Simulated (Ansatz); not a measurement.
C5H12Si, charge -1, sextet, at a GFN2-xTB geometry of the parent state (a state made from the parent by changing its charge; the spin is typed, not shown lowest) (a gas-phase anion, which may not be bound at this level); HF/6-31G* (Ansatz, an electronic-structure program).

Ansatz was given this input:
Ansatz 0.2 input:
```yaml
crystal:
  periodic: [false, false, false]
  atoms:
    - {symbol: C, position_ang: [2.16003671, -0.84148380, 1.28348992]}
    - {symbol: C, position_ang: [1.48553002, 0.21229236, 0.65084664]}
    - {symbol: Si, position_ang: [-0.14889855, 0.14298310, -0.14429729]}
    - {symbol: C, position_ang: [-0.69079915, 1.88714466, -0.74397338]}
    - {symbol: C, position_ang: [-1.54961750, -0.52819582, 1.03218291]}
    - {symbol: C, position_ang: [-0.57164655, -0.99674437, -1.69937455]}
    - {symbol: H, position_ang: [3.15184816, -0.71769966, 1.69563799]}
    - {symbol: H, position_ang: [1.65710004, -1.76847569, 1.51246684]}
    - {symbol: H, position_ang: [2.09272032, 1.09805367, 0.46627116]}
    - {symbol: H, position_ang: [-1.69005540, 2.14042272, -0.39585800]}
    - {symbol: H, position_ang: [-0.69828317, 1.95522380, -1.82938107]}
    - {symbol: H, position_ang: [-0.01535944, 2.65221175, -0.37399035]}
    - {symbol: H, position_ang: [-1.69346264, 0.11056415, 1.90207867]}
    - {symbol: H, position_ang: [-2.51593616, -0.63584450, 0.53865174]}
    - {symbol: H, position_ang: [-1.26598848, -1.51058701, 1.40297596]}
    - {symbol: H, position_ang: [0.03198809, -0.73622798, -2.56926471]}
    - {symbol: H, position_ang: [-0.35240392, -2.03731939, -1.46279137]}
    - {symbol: H, position_ang: [-1.61860908, -0.95016349, -2.00566385]}
basis:
  gaussian:
    orbitals: 6-31G*
hamiltonian:
  xc: hf
total_charge: -1
magnetization: {spin_polarized: true, initial_magnetization: 5}
```

It wrote (shortened):

```
Functional definition: HF
1263 factors; integrals over basis functions are off by at most 7.2e-4 eV
mean field evaluation 1: about -13181.2837 eV, gradient 2.2e1 eV
mean field evaluation 2: about -13181.3987 eV, gradient 2.2e1 eV
mean field evaluation 4: about -13186.5754 eV, gradient 4.9e0 eV
mean field evaluation 8: about -13187.7634 eV, gradient 1.2e0 eV
mean field evaluation 16: about -13188.1597 eV, gradient 3.7e-1 eV
mean field evaluation 32: about -13187.1720 eV, gradient 7.1e0 eV
mean field evaluation 64: about -13187.5999 eV, gradient 2.6e0 eV
mean field evaluation 96: about -13187.9334 eV, gradient 1.6e0 eV
mean field evaluation 128: about -13188.1530 eV, gradient 3.3e-1 eV
mean field evaluation 160: about -13182.7722 eV, gradient 2.2e1 eV
mean field evaluation 192: about -13188.5771 eV, gradient 3.7e-1 eV
mean field evaluation 224: about -13187.9593 eV, gradient 1.2e0 eV
mean field evaluation 256: about -13184.9491 eV, gradient 6.9e0 eV
mean field evaluation 288: about -13186.6328 eV, gradient 1.7e0 eV
mean field evaluation 320: about -13186.8899 eV, gradient 1.7e0 eV
mean field evaluation 352: about -13188.1877 eV, gradient 3.4e-1 eV
mean field evaluation 384: about -13176.3822 eV, gradient 2.5e1 eV
mean field -13188.61667098 eV, -484.6727230932 hartree, gradient 2.3e-5 eV, S^2 8.779402; 4 other end points of the search recorded, 0 dependent functions left out
reference -13188.61667098 eV, -484.6727230932 hartree; 31, 26 occupied and 87, 92 virtual orbitals, 1263 factors
Total energy: -13188.61667098 eV, -484.6727230932 hartree
```
